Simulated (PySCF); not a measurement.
**Stretching ZnN**

Set-up: basis Zn x2c-TZVPPall, N x2c-TZVPPall; spin-free X2C with a Gaussian nucleus; PySCF 2.14. Energies in eV from Zn + N in their ground configurations at the same level. State: ⁴Σ⁻ (quartet), unpaired electrons σ ↑, π ↑↑.

All columns are PBE0. A positive dipole means Zn(−)N(+).

| R (Å) | E (eV) | μ (D) | Mulliken charge on Zn (basis-dependent) | HOMO (eV) | LUMO (eV) | Mayer bond order | ⟨S²⟩ |
| --- | --- | --- | --- | --- | --- | --- | --- |
| 1.756 | 0.041 | -1.26 | 0.22 | -5.87 | -2.84 | 1.00 | 3.76 |
| 1.838 | -0.177 | -1.34 | 0.22 | -5.95 | -2.68 | 0.93 | 3.76 |
| 1.919 | -0.286 | -1.38 | 0.23 | -6.02 | -2.55 | 0.86 | 3.77 |
| 1.981 | -0.320 | -1.40 | 0.23 | -6.08 | -2.60 | 0.81 | 3.77 |
| 2.042 | -0.326 | -1.39 | 0.22 | -6.14 | -2.63 | 0.76 | 3.77 |
| 2.103 | -0.315 | -1.36 | 0.21 | -6.19 | -2.66 | 0.71 | 3.77 |
| 2.185 | -0.284 | -1.30 | 0.20 | -6.27 | -2.68 | 0.64 | 3.77 |
| 2.287 | -0.236 | -1.19 | 0.17 | -6.35 | -2.68 | 0.56 | 3.77 |
| 2.410 | -0.179 | -1.03 | 0.14 | -6.44 | -2.67 | 0.45 | 3.77 |
| 2.573 | -0.120 | -0.81 | 0.10 | -6.53 | -2.63 | 0.33 | 3.77 |

A fit through these points gives, at Re = 2.030 Å, μ = -1.39 D and dμ/dR = 0.215 D/Å; the reduced mass is 11.49 u.

Q: How strong is the fundamental in the double-harmonic approximation, I = 42.26·(dμ/dR)²/μred km/mol?

A: I = 42.26·(0.215)²/11.49 = 0.170 km/mol at PBE0.

The bond is weak. Basis-set superposition, not corrected here, can be much of De in a small basis, most of all at correlated wavefunction levels. Functionals without a dispersion term scatter widely for such bonds, and LDA overbinds them. The state is the lowest determinant that a PBE0 search found; another state may lie lower at other levels.
